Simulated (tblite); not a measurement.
C₈H₁₄.
Cartesian coordinates in Å at the GFN2-xTB level; atoms count from 1:
```
atom  x, y, z in Å
C1    -3.052    0.236    0.469
C2    -1.641    0.702    0.123
C3    -0.605   -0.309    0.553
C4    -0.230   -1.436   -0.371
C5     0.746   -0.338   -0.089
C6     2.090   -0.474    0.611
C7     2.678    0.547   -0.380
C8     1.314    0.662   -1.084
H9    -3.789    0.964    0.136
H10   -3.263   -0.716   -0.013
H11   -3.156    0.107    1.544
H12   -1.444    1.659    0.617
H13   -1.564    0.860   -0.954
H14   -0.642   -0.544    1.612
H15   -0.692   -1.463   -1.348
H16   -0.042   -2.413    0.050
H17    2.528   -1.470    0.548
H18    2.094   -0.155    1.652
H19    3.018    1.471    0.084
H20    3.474    0.155   -1.008
H21    1.307    0.322   -2.118
H22    0.863    1.652   -1.036
```

All values are computed: GFN2-xTB (tblite) harmonic vibrations without scaling, gas phase. This tight-binding method is rough: wavenumbers can miss measured ones by several per cent, in bad cases by 10 to 20. One conformer, not necessarily the lowest.

Harmonic wavenumbers (cm⁻¹): 52.9, 81.5, 135.9, 175.8, 237.5, 287.9, 340.1, 422.8, 443.9, 601.1, 778.1, 808.0, 819.5, 842.6, 867.7, 915.5, 922.4, 974.2, 1018.3, 1031.3, 1039.6, 1051.8, 1061.2, 1071.5, 1102.7, 1128.0, 1143.6, 1183.0, 1190.1, 1192.0, 1212.5, 1240.1, 1243.6, 1253.9, 1267.2, 1301.8, 1347.4, 1412.2, 1424.3, 1468.0, 1470.7, 1490.1, 1491.8, 1502.3, 1505.8, 1510.6, 2951.7, 2979.8, 2984.1, 2986.4, 2997.4, 3002.6, 3015.3, 3020.1, 3023.1, 3031.8, 3032.5, 3038.1, 3075.9, 3086.4.

A = 4743, B = 1172, C = 1091 MHz; mass 110.110 u (most abundant isotopes); point group C1, symmetry number 1.

Question: Zero-point energy?

Answer: Half the sum of the wavenumbers: 43644 cm⁻¹ = 522.10 kJ/mol.

Question: What is S at 273.15 K and 1 bar for an ideal gas of classical rigid rotors and harmonic oscillators?

Answer: Translation 165.67, rotation 117.58, vibration 86.62: S = 369.9 J/(mol K).

Question: And Cp and H(273.15 K) − H(0)?

Answer: Cp = 131.47 J/(mol K), of which vibrations give 98.22 (their classical limit is 60 R = 498.9); H(273.15 K) − H(0) = 21.83 kJ/mol without the zero-point energy, 12.74 from vibrations.

Question: Which modes carry the vibrational entropy at 273.15 K?

Answer: 52.9 cm⁻¹: 18.97; 81.5 cm⁻¹: 15.41; 135.9 cm⁻¹: 11.27; 175.8 cm⁻¹: 9.24; 237.5 cm⁻¹: 6.97; 287.9 cm⁻¹: 5.61 J/(mol K); the other 54 give 19.15 together.

Question: Blend soft modes into free rotors: weight 1/[1 + (100 cm⁻¹/ν̃)⁴] for the oscillator and the rest for a rotor with moment μB/(μ + B), μ = h/(8π²ν), B = 10⁻⁴⁴ kg m². What vibrational entropy results?

Answer: 80.03 J/(mol K) in place of 86.62, which changes −T·S at 273.15 K by +1.80 kJ/mol.

Question: How do the functions run with temperature in this model?

Answer: 
```json
{"T (K)": "150", "S (J/(mol K))": "307.8", "Cp (J/(mol K))": "84.0", "H − H(0) (kJ/mol)": "8.79", "G − H(0) (kJ/mol)": "-37.38", "ln q(vib)": "2.30"}
{"T (K)": "250", "S (J/(mol K))": "358.7", "Cp (J/(mol K))": "120.8", "H − H(0) (kJ/mol)": "18.91", "G − H(0) (kJ/mol)": "-70.77", "ln q(vib)": "4.33"}
{"T (K)": "298.15", "S (J/(mol K))": "381.9", "Cp (J/(mol K))": "143.6", "H − H(0) (kJ/mol)": "25.26", "G − H(0) (kJ/mol)": "-88.60", "ln q(vib)": "5.32"}
{"T (K)": "400", "S (J/(mol K))": "431.2", "Cp (J/(mol K))": "194.6", "H − H(0) (kJ/mol)": "42.49", "G − H(0) (kJ/mol)": "-130.01", "ln q(vib)": "7.50"}
{"T (K)": "600", "S (J/(mol K))": "527.0", "Cp (J/(mol K))": "278.8", "H − H(0) (kJ/mol)": "90.29", "G − H(0) (kJ/mol)": "-225.90", "ln q(vib)": "12.07"}
{"T (K)": "900", "S (J/(mol K))": "656.9", "Cp (J/(mol K))": "360.9", "H − H(0) (kJ/mol)": "187.27", "G − H(0) (kJ/mol)": "-403.98", "ln q(vib)": "19.15"}
```

q(vib) and H(0) count from the zero-point level.

Hindered rotation and anharmonicity are outside this model. Other conformers, if any are populated, would add a mixing term that is left out. The structure is chiral; the term R ln 2 for an equal mix with its mirror image is left out.
